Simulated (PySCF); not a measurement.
C6H10N3 (charge -1).
Atom-mapped SMILES: `[CH3:1][C:2]([CH3:3])([CH3:4])[c:5]1[cH:6][n-:7][n:8][n:9]1`

Probes without a nucleus sit at each ring's centroid and 1 Å off its mean plane on both sides; NICS is minus the shielding there, NICSzz its component along the normal. Level: GIAO PBE0/pcSseg-1 (PySCF, non-relativistic, gas phase) on the GFN2-xTB geometry, one conformer.

Ring bond lengths (Å), with Mayer bond orders in brackets: C5–C6 1.390 (1.41), C6–N7 1.342 (1.43), N7–N8 1.319 (1.38), N8–N9 1.317 (1.36), N9–C5 1.350 (1.40).

Question: What do the NICS probes read (ppm)?

Answer: 
```
          ring                                                 type  NICS(0)  NICS(1), two faces  NICS(1)zz, two faces  rms pucker (Å)  centre to ring atoms, mean (Å)
C5–C6–N7–N8–N9  5-membered ring with 3 N; formal bonds all aromatic    -11.7       -14.1 / -14.1         -35.6 / -35.6            0.00                            1.14
```

Question: What can be read from them?

Answer: 
- C5–C6–N7–N8–N9: mean NICS(1)zz -35.6 ppm, shielded. The ring is flat and has no four-coordinate atom; by the NICS criterion it is aromatic.

Question: And the bond-length index? HOMA = 1 − mean of α(R − Ropt)² over the ring bonds, with Krygowski's 1993 parameters (CC: Ropt 1.388 Å, α 257.7 Å⁻²; CN: Ropt 1.334 Å, α 93.52 Å⁻²; NN: Ropt 1.309 Å, α 130.33 Å⁻²).

Answer: 
- C5–C6–N7–N8–N9: HOMA 0.99; the largest term is that of N9–C5, α(R − Ropt)² = 0.02. The geometric and the magnetic index point the same way.

Question: What is the mean of the two in-plane components of NICS at the second NICS(1) probe listed for ring C5–C6–N7–N8–N9, 1 Å off the ring?

Answer: The isotropic value is a third of the trace: (3 × -14.1 − (-35.6))/2 = -3.3 ppm.

Question: Give the inner angles of the rings and the Hirshfeld charges of the ring atoms.

Answer: 
- C5–C6–N7–N8–N9: C5 106.5° (-0.039 e), C6 107.6° (-0.125 e), N7 107.0° (-0.258 e), N8 111.6° (-0.201 e), N9 107.4° (-0.227 e); sum 540.0° against 540° for a flat convex ring.

Question: How shielded are the nuclei of the rings and their hydrogens (means over atoms taken as equivalent)?

Answer: 
```tsv
atoms	environment	σ isotropic (ppm)
C5	substituted aromatic carbon	34.3
C6	aromatic CH next to a ring nitrogen	61.3
N7	two-coordinate ring nitrogen	-108.8
N8	ring nitrogen	-162.3
N9	ring nitrogen	-103.2
H on C6	aromatic hydrogen	24.71
```

Shape of the structure used: `[CH3:1][C:2]([CH3:3])([CH3:4])[c:5]1[cH:6][n-:7][n:8][n:9]1`: C1–C2–C5–C6 -121°.
